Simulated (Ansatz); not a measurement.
InN2, relaxed as a doublet with UKS r2SCAN-D4/def2-TZVP in Ansatz, starting from the GFN1-xTB geometry. Force threshold 0.02 eV/Å.

In the def2 sets In takes a core potential; there is no spin–orbit coupling. The relaxation made no stability test and no search for a lower SCF solution. The structure comes from a short search, and lower isomers may exist.

Start:

```xyz
3

In   -1.3156    0.1985   -0.8421
N     0.9716   -0.1499   -0.0813
N     0.3440   -0.0486    0.9234
```

| step | energy (eV) | largest force component (eV/Å) | SCF passes |
| --- | --- | --- | --- |
| 1 | -8154.9628 | 3.995 | 21 |
| 2 | -8155.1083 | 1.654 | 28 |
| 3 | -8155.1783 | 0.475 | 28 |
| 4 | -8155.1793 | 0.444 | 24 |
| 5 | -8155.1806 | 0.022 | 25 |
| 6 | -8155.1806 | 0.006 | 25 |

Force components are those of the run's own axes.

End:

```tsv
atom	x (Å)	y (Å)	z (Å)
In1	-1.5531	0.2344	-0.9941
N2	1.0707	-0.1646	0.0262
N3	0.4824	-0.0697	0.9679
```

Bonds lost: In1–N2, In1–N3 (atoms count from 1).

No frequencies were taken in this run, so the end may be a saddle point.

Hardware: 4 threads of Intel Xeon Platinum 8488C on a shared host. Wall time 5.5 s.
